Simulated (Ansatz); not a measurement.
C2H2FGa. Charge 0, multiplicity 1. Correlated methods include outer-core shells of Ga, which these sets cover unevenly. Scalar relativity is left out up to krypton. The bonds changed during the relaxation, so this is another structure than the one it started from.

```
atom   x (Å)   y (Å)   z (Å)
  F1  -1.922  -1.330   0.491
 Ga2  -0.394  -1.679   1.387
  C3   0.003   0.679  -0.620
  C4   1.156   0.838  -0.330
  H5  -1.024   0.504  -0.849
  H6   2.181   0.988  -0.080
```

(1) Give the diagnostics of a CCSD(T)/def2-TZVPP run (frozen core, Ansatz). (Best estimate.)

Results:

(1) Ansatz gave: T1 = 0.0149, largest single amplitude 0.030, largest double 0.085, (T) share of the correlation energy 4.1 %, 10 CCSD cycles. The RHF solution is stable towards an unrestricted one. T1 lies under the customary mark of 0.02 for closed shells.
